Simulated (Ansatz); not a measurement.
An input meant for GaNH6⁺, that is Ga(NH3)H3 with one electron fewer (charge 1, doublet; with a point charge).

```yaml
crystal:
  periodic: [false, false, false]
  atoms:
    - {symbol: Ga, position_ang: [-0.004414, 0.007790, -2.124715]}
    - {symbol: N, position_ang: [0.004041, -0.007072, 1.940748]}
    - {symbol: H, position_ang: [-1.785482, 0.040719, 2.621065]}
    - {symbol: H, position_ang: [0.944488, 1.516243, 2.620878]}
    - {symbol: H, position_ang: [0.857323, -1.585716, 2.609553]}
    - {symbol: H, position_ang: [2.951704, -0.050947, -2.562306]}
    - {symbol: H, position_ang: [-1.431607, 2.600344, -2.543478]}
    - {symbol: H, position_ang: [-1.536053, -2.521381, -2.561745]}
basis:
  gaussian: {orbitals: "6-31G*", point_charges: [{charge: 1.00, position_ang: [6.486, -0.786, -0.709]}]}
total_charge: 1
magnetization: {spin_polarized: true, initial_magnetization: 1}
hamiltonian: {xc: {name: r2SCANh}, dispersion: d3bjatm}
```

```sh
$ ansatz run in.yaml --threads 4 --pin off --events-out ev --progress --plain --max-ram 3916MiB
```

Output, abridged:

```
Functional definition: r2SCANh
  name "r2SCANh"
  cite "Bursch, Neugebauer, Ehlert & Grimme, J. Chem. Phys. 156, 134105 (2022) doi:10.1063/5.0086040"
  cite "Furness, Kaplan, Ning, Perdew & Sun, J. Phys. Chem. Lett. 11, 8208 (2020) doi:10.1021/acs.jpclett.0c02405"
  cite "Furness, Kaplan, Ning, Perdew & Sun, J. Phys. Chem. Lett. 11, 9248 (2020) doi:10.1021/acs.jpclett.0c03077"
  parent r2scan
  parameter a = 0.1
  parameter k0 = 0.174
  parameter k1 = 0.065
  parameter a1 = 4.9479
  exchange = (1 - a)*r2scan_x(k0 = k0, k1 = k1, a1 = a1) + a*exact_x
  correlation = r2scan_c
641 factors; integrals over basis functions are off by at most 4.5e-4 eV
mean field evaluation 1: about -53871.2757 eV, gradient 8.2e1 eV
mean field evaluation 2: about -53540.7909 eV, gradient 8.1e1 eV
mean field evaluation 4: about -53633.6072 eV, gradient 1.4e2 eV
mean field evaluation 8: about -53923.5330 eV, gradient 1.0e1 eV
mean field evaluation 16: about -53928.8678 eV, gradient 2.0e-5 eV
mean field evaluation 32: about -53926.5257 eV, gradient 1.4e1 eV
mean field evaluation 64: about -53928.8514 eV, gradient 4.3e-1 eV
mean field evaluation 96: about -53924.3384 eV, gradient 8.5e0 eV
mean field evaluation 128: about -53928.2220 eV, gradient 2.0e-4 eV
mean field -53928.86816257 eV, -1981.8493506746 hartree, gradient 3.0e-5 eV, S^2 3.431395; 6 other end points of the search recorded, 0 dependent functions left out
reference -53928.86818025 eV, -1981.8493513244 hartree; 22, 21 occupied and 40, 41 virtual orbitals, 641 factors
Total energy: -53928.90594873 eV, -1981.8507392904 hartree
```

Problem. Something in this input is off. What?

Solution. The coordinates are in bohr but typed as ångström. The run converged. The result belongs to that input, not to the species as meant. The charge 1 doublet is spin-contaminated (final ⟨S²⟩ up to 3.43, 0.75 for a pure state).
